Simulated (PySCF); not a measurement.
PySCF job for C5H5Cl, SMILES CC#C/C=C\Cl, TDDFT-ωB97X/def2-SVPD. Coordinates come from a PBE0-D3(BJ)/def2-SVP optimisation. The structure was generated by enumeration; whether it is a known compound was not checked.

```python
import numpy as np
from pyscf import gto, scf, dft, tdscf

mol = gto.M(
    atom='''
    C    -3.15251276    0.46941068    0.65932605
    C    -1.79349029   -0.03658024    0.70789750
    C    -0.65146819   -0.45178940    0.73833015
    C     0.67213065   -0.95292209    0.79550221
    C     1.69022557   -0.57715181    0.00389591
    Cl    1.55271817    0.59957881   -1.23662565
    H    -3.39495072    1.04339449    1.56791105
    H    -3.29570876    1.13331040   -0.20732544
    H    -3.88069140   -0.35330614    0.57998668
    H     0.89668835   -1.71594628    1.54945737
    H     2.68914368   -1.00609519    0.10289523
    ''',
    basis='def2-SVPD',
    charge=0,
    spin=0,
    max_memory=1600,
    verbose=4,
)
mf = dft.RKS(mol, xc='wb97x').density_fit(auxbasis='def2-universal-jkfit')
mf.grids.level = 3
mf.conv_tol = 1e-9
mf.max_cycle = 100
mf.kernel()
mf.grids = dft.Grids(mol).set(level=1).build(with_non0tab=True)  # coarser grid for the response kernel
td = tdscf.TDDFT(mf)
td.singlet = True
td.nstates = 10
td.conv_tol = 1e-4
td.positive_eig_threshold = 1e-6
td.kernel(x0=td.get_init_guess(mf, 15))
td.analyze()
tt = tdscf.TDA(mf)
tt.singlet = False
tt.nstates = 4
tt.conv_tol = 1e-4
tt.positive_eig_threshold = 1e-6
tt.kernel(x0=tt.get_init_guess(mf, 9))
tt.analyze(verbose=3)
```

Output:

```
PySCF version 2.14.0

[INPUT] verbose = 4
[INPUT] num. atoms = 11
[INPUT] num. electrons = 52
[INPUT] charge = 0
[INPUT] spin (= nelec alpha-beta = 2S) = 0
[INPUT] symmetry False subgroup None
[INPUT] Mole.unit = angstrom
[INPUT] Symbol           X                Y                Z      unit          X                Y                Z       unit  Magmom
[INPUT]  1 C     -3.152512760000   0.469410680000   0.659326050000 AA   -5.957385720597   0.887057625146   1.245945661291 Bohr   0.0
[INPUT]  2 C     -1.793490290000  -0.036580240000   0.707897500000 AA   -3.389205455167  -0.069126635171   1.337732399264 Bohr   0.0
[INPUT]  3 C     -0.651468190000  -0.451789400000   0.738330150000 AA   -1.231096457966  -0.853758231982   1.395241773009 Bohr   0.0
[INPUT]  4 C      0.672130650000  -0.952922090000   0.795502210000 AA    1.270142848426  -1.800761768148   1.503281308386 Bohr   0.0
[INPUT]  5 C      1.690225570000  -0.577151810000   0.003895910000 AA    3.194063416037  -1.090658853197   0.007362202906 Bohr   0.0
[INPUT]  6 Cl     1.552718170000   0.599578810000  -1.236625650000 AA    2.934212089936   1.133039740993  -2.336883797112 Bohr   0.0
[INPUT]  7 H     -3.394950720000   1.043394490000   1.567911050000 AA   -6.415527067195   1.971729825980   2.962922472179 Bohr   0.0
[INPUT]  8 H     -3.295708760000   1.133310400000  -0.207325440000 AA   -6.227986942730   2.141646270121  -0.391788300255 Bohr   0.0
[INPUT]  9 H     -3.880691400000  -0.353306140000   0.579986680000 AA   -7.333443919955  -0.667651842727   1.096015981096 Bohr   0.0
[INPUT] 10 H      0.896688350000  -1.715946280000   1.549457370000 AA    1.694495400588  -3.242668513666   2.928050070989 Bohr   0.0
[INPUT] 11 H      2.689143680000  -1.006095190000   0.102895230000 AA    5.081745064805  -1.901244364342   0.194443804224 Bohr   0.0

nuclear repulsion = 232.154642899347
number of shells = 71
number of NR pGTOs = 245
number of NR cGTOs = 167
basis = def2-SVPD
ecp = {}


[settings echo left out]
init E= -654.212202795311
  HOMO = -0.249179558292411  LUMO = -0.0462313998390766  gap/eV = 5.52250
cycle= 1 E= -653.287259927623  delta_E= 0.925  |g|= 0.355  |ddm|= 7.28
  HOMO = -0.322705832130139  LUMO = 0.0136526078708483  gap/eV = 9.15278
cycle= 2 E= -653.306528712887  delta_E= -0.0193  |g|= 0.299  |ddm|= 2.17
  HOMO = -0.325129415891317  LUMO = 0.0381025202629481  gap/eV = 9.88404
cycle= 3 E= -653.328661807241  delta_E= -0.0221  |g|= 0.0483  |ddm|= 0.711
  HOMO = -0.329160253990038  LUMO = 0.0370816467580837  gap/eV = 9.96595
cycle= 4 E= -653.329396446946  delta_E= -0.000735  |g|= 0.0206  |ddm|= 0.269
  HOMO = -0.32880797451145  LUMO = 0.0376955141286124  gap/eV = 9.97307
cycle= 5 E= -653.329510373441  delta_E= -0.000114  |g|= 0.00481  |ddm|= 0.0791
  HOMO = -0.3287482875419  LUMO = 0.0380286305271849  gap/eV = 9.98051
cycle= 6 E= -653.329519430763  delta_E= -9.06e-06  |g|= 0.00224  |ddm|= 0.0255
  HOMO = -0.328816296093195  LUMO = 0.0381293742699578  gap/eV = 9.98510
cycle= 7 E= -653.329521052828  delta_E= -1.62e-06  |g|= 0.00114  |ddm|= 0.00636
  HOMO = -0.328899075158628  LUMO = 0.0381027659499376  gap/eV = 9.98663
cycle= 8 E= -653.329521504677  delta_E= -4.52e-07  |g|= 0.000182  |ddm|= 0.00281
  HOMO = -0.328890345435825  LUMO = 0.0381434153698712  gap/eV = 9.98750
cycle= 9 E= -653.329521532102  delta_E= -2.74e-08  |g|= 5.2e-05  |ddm|= 0.000922
  HOMO = -0.328901174797809  LUMO = 0.0381378970079376  gap/eV = 9.98764
cycle= 10 E= -653.329521533771  delta_E= -1.67e-09  |g|= 1.65e-05  |ddm|= 0.000292
  HOMO = -0.328899976927508  LUMO = 0.0381397803345878  gap/eV = 9.98766
cycle= 11 E= -653.329521534012  delta_E= -2.41e-10  |g|= 6.15e-06  |ddm|= 8.01e-05
  HOMO = -0.328900666913319  LUMO = 0.0381390746097074  gap/eV = 9.98766
Extra cycle  E= -653.329521534048  delta_E= -3.59e-11  |g|= 3.11e-06  |ddm|= 2.86e-05
converged SCF energy = -653.329521534048
tot grids = 44576
Overwritten attributes  positive_eig_threshold  of <class 'pyscf.tdscf.rks.TDDFT'>


******** <class 'pyscf.tdscf.rks.TDDFT'> for <class 'pyscf.df.df_jk.DFRKS'> ********
nstates = 10 singlet
deg_eia_thresh = 1.000e-03
wfnsym = None
conv_tol = 0.0001
eigh lindep = 1e-12
eigh level_shift = 0
eigh max_cycle = 100


Excitation energies (eV)
[5.31204011 5.4163446  6.21439056 6.96712138 7.08146813 7.13511536
 7.16172414 7.70519444 7.75364798 8.31862089]

** Singlet excitation energies and oscillator strengths **
Excited State   1:      5.31204 eV    233.40 nm  f=0.0001
      25 -> 27       -0.68291
Excited State   2:      5.41634 eV    228.91 nm  f=0.3638
      25 -> 29        0.11286
      25 -> 31        0.12619
      26 -> 27        0.66448
Excited State   3:      6.21439 eV    199.51 nm  f=0.0000
      24 -> 31        0.13652
      26 -> 28       -0.28562
      26 -> 29       -0.43830
      26 -> 31       -0.33678
      26 -> 32        0.16622
      26 -> 35       -0.11134
Excited State   4:      6.96712 eV    177.96 nm  f=0.0025
      24 -> 30        0.16449
      26 -> 28       -0.45502
      26 -> 29        0.18331
      26 -> 30        0.38058
      26 -> 32        0.10500
      26 -> 37       -0.14587
      26 -> 38        0.13978
Excited State   5:      7.08147 eV    175.08 nm  f=0.0001
      23 -> 27       -0.68846
Excited State   6:      7.13512 eV    173.77 nm  f=0.1917
      24 -> 27        0.55091
      25 -> 29       -0.20419
      25 -> 31       -0.24384
      25 -> 32        0.10701
      26 -> 27        0.17475
      26 -> 36       -0.10874
Excited State   7:      7.16172 eV    173.12 nm  f=0.0015
      24 -> 29        0.16840
      26 -> 28        0.36843
      26 -> 30        0.33633
      26 -> 31       -0.34065
      26 -> 33       -0.17507
      26 -> 38        0.10767
Excited State   8:      7.70519 eV    160.91 nm  f=0.0140
      24 -> 28        0.21511
      24 -> 29        0.11419
      26 -> 29        0.45770
      26 -> 30       -0.23440
      26 -> 31       -0.23512
      26 -> 32        0.15911
      26 -> 33        0.19289
      26 -> 35       -0.14396
Excited State   9:      7.75365 eV    159.90 nm  f=0.0359
      25 -> 28       -0.62926
      25 -> 29        0.16748
      25 -> 31        0.13663
      25 -> 32        0.11150
      25 -> 33        0.10970
Excited State  10:      8.31862 eV    149.04 nm  f=0.3674
      24 -> 27        0.39914
      25 -> 29        0.31677
      25 -> 31        0.22493
      25 -> 32       -0.11743
      26 -> 27       -0.12326
      26 -> 36        0.26318
      26 -> 40       -0.18415

** Transition electric dipole moments (AU) **
state          X           Y           Z        Dip. S.      Osc.
  1        -0.0032     -0.0284     -0.0166      0.0011      0.0001
  2        -1.4986     -0.1085      0.6956      2.7413      0.3638
  3         0.0040      0.0108     -0.0068      0.0002      0.0000
  4         0.0279      0.0857      0.0799      0.0145      0.0025
  5         0.0007      0.0141      0.0166      0.0005      0.0001
  6        -0.8384     -0.2555      0.5732      1.0969      0.1917
  7        -0.0353     -0.0657     -0.0534      0.0084      0.0015
  8         0.0643      0.1980      0.1763      0.0744      0.0140
  9        -0.3424     -0.1103      0.2445      0.1892      0.0359
 10         1.2869     -0.3807     -0.0383      1.8026      0.3674

** Transition velocity dipole moments (imaginary part, AU) **
state          X           Y           Z        Dip. S.      Osc.
  1        -0.0011     -0.0070     -0.0045      0.0001      0.0002
  2        -0.2943     -0.0218      0.1372      0.1059      0.3548
  3        -0.0005     -0.0017     -0.0052      0.0000      0.0001
  4         0.0093      0.0285      0.0264      0.0016      0.0042
  5         0.0007      0.0050      0.0055      0.0001      0.0001
  6        -0.2169     -0.0672      0.1495      0.0739      0.1879
  7        -0.0091     -0.0169     -0.0136      0.0006      0.0014
  8         0.0227      0.0692      0.0621      0.0092      0.0216
  9        -0.0999     -0.0379      0.0774      0.0174      0.0407
 10         0.3898     -0.1153     -0.0119      0.1653      0.3606

** Transition magnetic dipole moments (imaginary part, AU) **
state          X           Y           Z
  1        -0.4071      0.1377     -0.0301
  2         0.2868      0.8407      0.7924
  3        -0.1458     -0.0860      0.1927
  4        -0.1395     -0.0637      0.1225
  5        -0.0468      0.4505     -0.4714
  6         0.3046      0.9191      0.8021
  7         0.2368      0.1521     -0.2032
  8         0.5955      0.1804     -0.3898
  9         0.0409      0.1413      0.1346
 10        -0.2503     -0.7324     -0.6083
Overwritten attributes  positive_eig_threshold  of <class 'pyscf.tdscf.rks.TDA'>


******** <class 'pyscf.tdscf.rks.TDA'> for <class 'pyscf.df.df_jk.DFRKS'> ********
nstates = 4 triplet
deg_eia_thresh = 1.000e-03
wfnsym = None
conv_tol = 0.0001
eigh lindep = 1e-12
eigh level_shift = 0
eigh max_cycle = 100


Excitation energies (eV)
[3.31538478 5.04059765 5.49546602 5.89971304]

** Triplet excitation energies and oscillator strengths **
Excited State   1:      3.31538 eV    373.97 nm  f=0.0000
Excited State   2:      5.04060 eV    245.97 nm  f=0.0000
Excited State   3:      5.49547 eV    225.61 nm  f=0.0000
Excited State   4:      5.89971 eV    210.15 nm  f=0.0000
```

The calculation finished and met its thresholds.
